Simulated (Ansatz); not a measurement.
`[NH][SiH](F)Cl`• → `N[Si](F)Cl`•  (isomerisation)

Program: Ansatz. Geometries: PBE0-D4/def2-TZVP. ΔE: electronic, gas phase. CBS: MP2 limit from def2 TZ/QZ plus the TZ coupled-cluster correction, frozen cores. This one scheme is used for every species. DFT in def2-TZVPP. No spin–orbit coupling; open shells (•) take unrestricted orbitals. Each species was taken in one conformer, which may not be the lowest.

`[NH][SiH](F)Cl`•:

Cartesian coordinates in Å:
```
N 0.195 1.254 -0.533
Si 0.189 -0.355 0.096
F -0.260 -0.439 1.619
Cl -1.148 -1.394 -1.033
H -0.502 1.888 -0.139
H 1.526 -0.955 -0.011
```

`N[Si](F)Cl`•:

Z-matrix (Å, degrees):
```
N
Si 1 1.704
H 1 1.008 2 119.8
H 1 1.009 2 119.7 3 -145.4
F 2 1.597 1 106.5 3 -165.7
Cl 2 2.056 1 107.7 3 -47.5
```

| species | BHLYP energy (Eh) |
| --- | --- |
| `[NH][SiH](F)Cl`• | -905.59854 |
| `N[Si](F)Cl`• | -905.62553 |

Q: Work out ΔE.

A: ΔE = (-905.62553) − (-905.59854) = -0.02699 Eh = -16.9 kcal/mol. CCSD(T)/CBS gives -21.0 kcal/mol.

Q: What do rigid-rotor, harmonic-oscillator terms from PBE0-D4/def2-TZVP frequencies (298.15 K, 1 bar) make of the CCSD(T)/CBS value? (Estimate.)

A: Computed: ΔZPE = +2.6 kcal/mol, ΔH = -18.3 kcal/mol, ΔS = 4 J/(mol·K), ΔG = -18.5 kcal/mol. Open shells count their whole term as degenerate.

Largest T1 diagnostic among the species: 0.013.

From BLYP to BHLYP (50 % exact exchange), in def2-TZVPP and without D4, ΔE moves by +4.5 kcal/mol. In def2-TZVPP, CCSD(T) changes the Hartree–Fock value by −10.3 kcal/mol (the triples alone add −1.2 kcal/mol) and MP2 by −15.3 kcal/mol. Leaving LDA and LC-ωPBE aside and taking each functional with its dispersion term where it has one, the values, not all of them listed here, spread over 7.5 kcal/mol, from PBE-D4 to BHLYP-D4. LDA lies −6.0 kcal/mol from PBE without D4.
